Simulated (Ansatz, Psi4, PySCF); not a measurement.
GeI4, singlet, at a GFN2-xTB geometry (all electrons, no relativity). Base run: PBE/STO-3G in PySCF.

Here is a job for PySCF.
```python
from pyscf import gto, scf, dft

mol = gto.M(
    atom='''
I    -0.937377    2.256308   -0.767222
Ge   -0.000000   -0.000000    0.000000
I    -1.748439   -1.829210   -0.393937
I     0.567732    0.115212    2.494522
I     2.118083   -0.542311   -1.333362
''',
    basis='sto-3g',
    charge=0,
    spin=0,
    verbose=4,
)

mf = dft.RKS(mol)
mf.xc = 'pbe'
mf.kernel()
```

The same geometry, method and basis name were run in Ansatz (a program for electronic structure) and Psi4 and PySCF, at each program's defaults and at the settings that a row names. The base is PySCF at its defaults. Differences at the defaults can come from grids, fitting, cores and function types together.

```json
[
 {"code and settings": "PySCF, defaults (exact integrals, its default grid, spherical functions)", "ΔE vs base (µEh)": "0.0", "basis functions": "126", "E (Eh)": "-29461.66453", "SCF cycles": "10"},
 {"code and settings": "Ansatz, defaults (factorised integrals, its default grid, spherical functions)", "ΔE vs base (µEh)": "-31.3", "basis functions": "126", "E (Eh)": "-29461.66456", "SCF cycles": "-"},
 {"code and settings": "PySCF, fine grid", "ΔE vs base (µEh)": "-14.9", "basis functions": "126", "E (Eh)": "-29461.66454", "SCF cycles": "10"},
 {"code and settings": "Psi4, exact integrals, spherical functions, fine grid", "ΔE vs base (µEh)": "23.0", "basis functions": "126", "E (Eh)": "-29461.66450", "SCF cycles": "11"},
 {"code and settings": "Ansatz, high accuracy", "ΔE vs base (µEh)": "-21.0", "basis functions": "126", "E (Eh)": "-29461.66455", "SCF cycles": "-"}
]
```
